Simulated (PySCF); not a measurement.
# Electronic absorption of C3H12GeOSi

Compound: C3H12GeOSi.
SMILES: `C[Si](C)(C)[O][GeH3]`

Level of theory: PySCF, TDDFT wB97X-D/def2-SVPD, vertical, gas phase, core orbitals frozen in the response. Geometry: PBE0-D3(BJ)/def2-SVP; no solvent, vibrations or thermal averaging. Relativistic effects, spin–orbit coupling among them, are left out although an element past zinc is present. Torsions of this conformer, `[CH3:1][Si:2]([CH3:3])([CH3:4])[O:5][GeH3:6]`: C1–Si2–O5–Ge6 -64°.

| state | E (eV) | E (hartree) | f | main configurations (H = HOMO, L = LUMO) |
| --- | --- | --- | --- | --- |
| S1 | 7.14 | 0.2626 | 0.013 | H→L (77%), H-2→L (11%) |
| S2 | 7.47 | 0.2747 | 0.028 | H-1→L (70%), H-3→L (17%) |
| S3 | 7.76 | 0.2851 | 0.0012 | H→L+1 (80%) |
| S4 | 8.05 | 0.2958 | 0.0015 | H-1→L+1 (67%), H-3→L (11%) |
| S5 | 8.31 | 0.3054 | 0.123 | H→L+2 (31%), H-2→L (26%), H-2→L+1 (17%) |
| S6 | 8.40 | 0.3087 | 0.098 | H-1→L+2 (22%), H-3→L (18%), H→L+3 (15%) |
| S7 | 8.41 | 0.3092 | 0.024 | H→L+3 (51%) |
| S8 | 8.62 | 0.3168 | 0.037 | H-2→L (28%), H→L+2 (23%), H-2→L+1 (9%) |
| S9 | 8.69 | 0.3193 | 0.041 | H-3→L (25%), H-1→L+2 (24%), H-3→L+1 (10%) |
| S10 | 8.79 | 0.3231 | 0.039 | H→L+4 (44%), H-1→L+3 (28%), H→L+5 (9%) |

Triplets (Tamm–Dancoff): T1 6.85 eV, H→L (71%), H-2→L (13%); T2 7.15 eV, H-1→L (64%), H-3→L (20%); T3 7.56 eV, H→L+1 (72%), H-2→L+1 (9%); T4 7.80 eV, H-1→L+1 (58%), H-3→L+1 (18%).

The lowest singlet lies at 7.14 eV (174 nm, vacuum ultraviolet) and is weak; its leading configuration is HOMO→LUMO (77%). The most intense listed level is S5 at 8.31 eV (149 nm, f = 0.123), 1.17 eV above S1. Löwdin shares by element: HOMO oxygen 33%, carbon 32% or more, silicon 13% (atoms not listed hold the other 23%); LUMO germanium 31%, oxygen 11%, silicon 11%, hydrogen 9% or more (atoms not listed hold the other 38%). The oscillator strengths of these states sum to 0.406; summed over the whole spectrum of an exact calculation they would give the number of electrons, 84 (Thomas–Reiche–Kuhn). The listed states span 1.65 eV, and the widest gap between neighbours is 0.33 eV (S1 to S2). Orbital energies (eV): HOMO-3 -10.99, HOMO-2 -10.95, HOMO-1 -9.93, HOMO -9.75, LUMO 1.78, LUMO+1 1.81, LUMO+2 2.67. All these states lie below the vertical ionisation energy of 9.82 eV (ΔSCF). Singlets were solved by full linear response, triplets in the Tamm–Dancoff approximation.
